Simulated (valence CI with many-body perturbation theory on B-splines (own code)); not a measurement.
## Sensitivity of CI+MBPT for Hg⁹⁺

Computed by relativistic CI+MBPT: three valence electrons over a frozen Dirac-Fock core [Xe] 4f14, radial functions for each j: 6 s, 6 p, 5 d, 5 f, 1 g, with the one-electron correlation potential Σ1 (screened to all orders), the two-electron term Σ2, the three-electron term Σ3, Breit, model QED; selected single and double excitations, second order for the rest, scaled by the run's own slope (own B-spline code, finite nucleus).

No measured spectrum was set against this ion. As an estimate, terms of the open shell hold to 2 to 4 % of their energy, and close levels can change places. Only levels of the ground parity were solved; by the run's estimate the other parity begins above the list, which can be wrong where configurations are misplaced.

The reference run has the lowest level (5d3/2^3) J=3/2 and an ionisation energy of 153.975 eV. Its largest variational space holds 3694 state functions.

Levels are named by their leading jj configuration (3d3/2^4 stands for four electrons in 3d with j = 3/2), which in mixed levels can hold well under half, so a name can repeat and another be missing. Letters in brackets count levels of one name in rising energy.

Reference levels: (5d3/2^2 5d5/2) J=5/2 [a] 14703, (5d3/2^2 5d5/2) J=7/2 23523, (5d3/2^2 5d5/2) J=3/2 24419, (5d3/2^2 5d5/2) J=9/2 27126, (5d3/2^2 5d5/2) J=1/2 28625, (5d3/2 5d5/2^2) J=7/2 [a] 42326, (5d3/2^2 5d5/2) J=5/2 [b] 43718, (5d3/2 5d5/2^2) J=9/2 44643, (5d3/2 5d5/2^2) J=3/2 [a] 50720, (5d3/2 5d5/2^2) J=1/2 53130, (5d3/2 5d5/2^2) J=11/2 56144, (5d3/2 5d5/2^2) J=5/2 [a] 60630 cm⁻¹.

Question: Rank these changes by the mean size of the shift of these levels, smallest first.
A. averaging of valence orbitals over low configurations on → off
B. shift of the energy in Σ1 (hartree) 0 → 0.8
C. scale of Σ1 1 → 0

Answer: B (16 cm⁻¹), A (39 cm⁻¹), C (1300 cm⁻¹).
